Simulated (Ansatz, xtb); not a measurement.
SiH3I (SMILES [H][Si]([H])([H])I): the vertical ionisation energy, rung by rung

SiH3I: 5 atoms, total charge 0, spin state singlet. As SMILES, `[H][Si]([H])([H])I`. The shape is that of a GFN2-xTB optimisation.

Quantity: the vertical ionisation energy (to the doublet cation), in eV. The values are calculated.

| level | kind | program | value (eV) | less FCI/STO-3G | CPU time (all runs) |
| --- | --- | --- | --- | --- | --- |
| GFN1-xTB | semi-empirical | xtb | 15.26 | +8.47 | under 2 s |
| HF/STO-3G | Hartree–Fock | Ansatz | 6.76 | -0.03 | 3.7 s |
| SVWN5/STO-3G | LDA | Ansatz | 7.88 | +1.09 | 10 s |
| PBE/STO-3G | GGA | Ansatz | 7.82 | +1.03 | 26 s |
| BHLYP/STO-3G | global hybrid | Ansatz | 7.75 | +0.96 | 20 s |
| HSE06/STO-3G | range-separated hybrid | Ansatz | 7.90 | +1.11 | 38 s |
| MP2/STO-3G | perturbation theory | Ansatz | 6.80 | +0.01 | 4.6 s |
| CCSD/STO-3G | coupled cluster or CI | Ansatz | 6.80 | +0.01 | 5 s |
| CCSDT/STO-3G | coupled cluster or CI | Ansatz | 6.79 | 0.00 | 6.5 s |
| FCI/STO-3G | exact in the basis | Ansatz | 6.79 | 0.00 | 2.4 min |

FCI/STO-3G is exact within its basis and frozen core, so for wave-function methods in that basis the difference is their error; functionals converge differently with the basis, so for them it is only a difference. All-electron rows without a relativistic Hamiltonian named are non-relativistic. Spin-orbit coupling, which can split open shells on such heavy atoms by tenths of an eV, is left out. The values span 6.76 to 15.26 eV. The xTB values lack the empirical shift that such differences need. All rows use very small basis sets, so none should be taken for the real molecule's value. In the correlated wave-function rows the outer d shell of I is correlated, in sets not made for it. CPU times are rough (shared hosts, several kinds of processor and program).
